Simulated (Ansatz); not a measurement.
Reaction: C2H6Si (ethenylsilane, SMILES C=C[SiH3]) → C2H5Si (SMILES C=C[SiH2], doublet) + H (doublet) (the H-Si bond breaks)
Each species at its own B3LYP-D3(BJ)/def2-TZVP minimum (Ansatz, an electronic-structure program).

Property: bond dissociation energy (electronic), in kJ/mol. Open shells are spin-unrestricted; no spin-orbit coupling. CBS(X,Y): correlation extrapolated as X^-3, Hartree-Fock from the larger set. A bracket is a step between two methods taken in the basis named. The functionals are non-relativistic, so their misses hold any scalar relativity. Double hybrids freeze cores in their MP2 part. '+ core + X2C': CCSD(T) terms for core correlation (cc-pwCVTZ, 1s frozen past Ne) and scalar relativity (cc-pVTZ-DK). Where a partner has so few electrons that a lower coupled-cluster level is exact, that level stands in. The UHF reference of C2H5Si (C=C[SiH2], doublet) is spin-contaminated (<S^2> up to 0.16 over the pure value in the sets run).

CCSD(T)/CBS(cc-pV(T+d)Z,cc-pV(Q+d)Z) + [CCSDT(Q) - CCSD(T)]/cc-pV(D+d)Z + core + X2C (Ansatz) gives 398.9 kJ/mol.

Question: What does PBE/def2-TZVPD (Ansatz) give here, and how do the other levels compare?

Answer: PBE gives 368.4 kJ/mol, 30.5 kJ/mol below it. Differences of the others: r2SCAN/def2-TZVPD (Ansatz) -25.9; wB97M-V/def2-TZVPD (Ansatz) 0.3; B2PLYP/def2-TZVPD (Ansatz) -10.3; CCSD(T)/CBS(cc-pV(T+d)Z,cc-pV(Q+d)Z) + core + X2C (Ansatz) 1.3 kJ/mol.
